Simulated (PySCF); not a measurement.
**Working out the ionisation energy of Cu⁺**

Cu⁺ [Ar] 3d10 (1S) → Cu²⁺ [Ar] 3d9 (2D). All numbers are calculated (PySCF 2.14, the spin-free X2C one-electron Hamiltonian (Gaussian nucleus), in cc-pVDZ-DK). Frozen: [Ar]. Energies in hartree (1 hartree = 27.21139 eV):

```
             part   Cu⁺ (lower)  Cu²⁺ (upper)
              UHF  -1652.906463  -1652.275202
MP2 opposite-spin     -0.256567     -0.179801
    MP2 same-spin     -0.157155     -0.109994
```

Task: What does Hartree-Fock give?

Result: (-1652.275202) − (-1652.906463) = 0.631261 hartree = 17.177 eV.

Task: What do MP2 and SCS-MP2 (6/5 opposite-spin, 1/3 same-spin) give?

Result: The opposite-spin parts differ by 2.089 eV and the same-spin parts by 1.283 eV. MP2: 17.177 + (2.089) + (1.283) = 20.549 eV. SCS-MP2: 17.177 + 1.2 × (2.089) + (1.283)/3 = 20.111 eV.

Reference: 20.292 eV (measured; NIST Atomic Spectra Database, ionization energies), between the lowest levels; spin-orbit coupling is absent from the calculation.

A double-zeta basis recovers only part of the correlation energy.

What remains against the reference includes basis incompleteness, the frozen core and correlation beyond second order.
